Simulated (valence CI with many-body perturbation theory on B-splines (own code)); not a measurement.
## Level structure of Cr XX

Calculated by valence CI with perturbative core correlation (CI+MBPT): three valence electrons over a frozen Dirac-Fock core [He], radial functions for each j: 11 s, 11 p, 10 d, 8 f, 5 g, 2 h, with the one-electron correlation potential Σ1 (screened to all orders), the two-electron term Σ2, the three-electron term Σ3, Breit, model QED; selected single and double excitations, second order for the rest, scaled by the run's own slope (own B-spline code, finite nucleus).

No measured levels were compared; by estimate levels of excited configurations hold to 0.05 to 0.15 % of their energy, terms of the ground configuration to about 0.5 %.

Levels 1 to 45 of 204, with energies above the lowest level, 2s2 2p 2P°_1/2. "Leading %" is the weight of the configuration and term that name the level; weights of strongly mixed levels are sums over their largest components and can fall short, so below about 35 % the name and the second component can differ from the true leading terms, or belong to a minority configuration. Lifetimes count E1, E2, E3, M1 and M2 decay at the calculated energies, and are blank where another channel may lead or the interval is too uncertain; long ones can be off by a factor of two.

| No. | Configuration | Term | J | E (× 10³ cm⁻¹) | Leading % | Lifetime | g |
| --- | --- | --- | --- | --- | --- | --- | --- |
| 1 | 2s2 2p | 2P° | 1/2 | 0.00 | 98 |  | 0.662 |
| 2 | 2s2 2p | 2P° | 3/2 | 82.96 | 97 | 195 μs | 1.331 |
| 3 | 2s 2p2 | 4P | 1/2 | 354.98 | 98 | 20.2 ns | 2.647 |
| 4 | 2s 2p2 | 4P | 3/2 | 391.65 | 100 | 175 ns | 1.728 |
| 5 | 2s 2p2 | 4P | 5/2 | 430.72 | 97 | 29.1 ns | 1.584 |
| 6 | 2s 2p2 | 2D | 3/2 | 641.19 | 97 | 124 ps | 0.815 |
| 7 | 2s 2p2 | 2D | 5/2 | 653.28 | 97 | 199 ps | 1.211 |
| 8 | 2s 2p2 | 2P | 1/2 | 760.72 | 54 | 31.9 ps | 1.284 |
| 9 | 2s 2p2 | 2S | 1/2 | 848.00 | 54 | 32.1 ps | 1.397 |
| 10 | 2s 2p2 | 2P | 3/2 | 861.92 | 97 | 23.7 ps | 1.316 |
| 11 | 2p3 | 4S° | 3/2 | 1102.0 | 95 | 26.5 ps | 1.959 |
| 12 | 2p3 | 2D° | 3/2 | 1229.9 | 87 | 59.7 ps | 0.881 |
| 13 | 2p3 | 2D° | 5/2 | 1248.6 | 100 | 60.4 ps | 1.197 |
| 14 | 2p3 | 2P° | 1/2 | 1380.5 | 98 | 28.0 ps | 0.662 |
| 15 | 2p3 | 2P° | 3/2 | 1414.8 | 83 | 28.8 ps | 1.286 |
| 16 | 2s2 3s | 2S | 1/2 | 6751.3 | 94 | 521 fs | 2.001 |
| 17 | 2s2 3p | 2P° | 1/2 | 6914.0 | 91 | 6.38 ps | 0.665 |
| 18 | 2s2 3p | 2P° | 3/2 | 6937.2 | 91 | 6.12 ps | 1.333 |
| 19 | 2s 2p 3s | 4P° | 1/2 | 7078.2 | 97 | 471 fs | 2.627 |
| 20 | 2s2 3d | 2D | 3/2 | 7086.7 | 95 | 74.9 fs | 0.798 |
| 21 | 2s2 3d | 2D | 5/2 | 7093.5 | 95 | 77.2 fs | 1.199 |
| 22 | 2s 2p 3s | 4P° | 3/2 | 7100.7 | 93 | 454 fs | 1.710 |
| 23 | 2s 2p 3s | 4P° | 5/2 | 7157.2 | 98 | 429 fs | 1.598 |
| 24 | 2s 2p 3s | 2P° | 1/2 | 7166.1 | 94 | 639 fs | 0.692 |
| 25 | 2s 2p 3p | 4D | 1/2 | 7221.7 | 75 | 801 fs | 0.177 |
| 26 | 2s 2p 3s | 2P° | 3/2 | 7226.0 | 92 | 509 fs | 1.347 |
| 27 | 2s 2p 3p | 4D | 3/2 | 7241.5 | 76 | 1.01 ps | 1.231 |
| 28 | 2s 2p 3p | 2P | 3/2 | 7271.3 | 39 | 390 fs | 1.468 |
| 29 | 2s 2p 3p | 2P | 1/2 | 7274.6 | 68 | 214 fs | 0.591 |
| 30 | 2s 2p 3p | 4D | 5/2 | 7277.7 | 92 | 39.5 ps | 1.378 |
| 31 | 2s 2p 3p | 4P | 1/2 | 7306.4 | 93 | 3.86 ps | 2.599 |
| 32 | 2s 2p 3p | 4S | 3/2 | 7313.9 | 39 | 371 fs | 1.527 |
| 33 | 2s 2p 3p | 4D | 7/2 | 7328.5 | 99 | 289 ps | 1.427 |
| 34 | 2s 2p 3p | 4P | 3/2 | 7344.2 | 39 | 301 fs | 1.303 |
| 35 | 2s 2p 3p | 4S | 3/2 | 7356.1 | 32 | 432 fs | 1.522 |
| 36 | 2s 2p 3p | 4P | 5/2 | 7358.5 | 74 | 804 fs | 1.506 |
| 37 | 2s 2p 3d | 4F° | 3/2 | 7375.6 | 91 | 927 fs | 0.449 |
| 38 | 2s 2p 3d | 4F° | 5/2 | 7389.6 | 88 | 468 fs | 1.061 |
| 39 | 2s 2p 3p | 2D | 5/2 | 7394.7 | 78 | 190 fs | 1.278 |
| 40 | 2s 2p 3d | 4F° | 7/2 | 7412.0 | 84 | 300 fs | 1.261 |
| 41 | 2s 2p 3p | 2S | 1/2 | 7425.5 | 89 | 152 fs | 1.936 |
| 42 | 2s 2p 3d | 4P° | 5/2 | 7427.0 | 44 | 83.6 fs | 1.415 |
| 43 | 2s 2p 3d | 4D° | 3/2 | 7433.4 | 52 | 69.3 fs | 1.276 |
| 44 | 2s 2p 3s | 2P° | 1/2 | 7433.5 | 76 | 152 fs | 0.576 |
| 45 | 2s 2p 3s | 2P° | 3/2 | 7436.4 | 76 | 179 fs | 1.323 |

Names give the largest LS component (configuration and term), which can be under half, so a name can repeat, a term be missing and a line seem to break the LS rules; names also repeat where a configuration has a term twice.

Where two levels of one J and parity lie close, their mixing, g and order are uncertain.

The ionisation energy to 2s2 1S_0 of the next ion comes out as 1495.3 eV (NIST: 1495.1 ± 0.7 eV (semi-empirical)). All 204 levels together are meant to be complete up to 10007 × 10³ cm⁻¹.
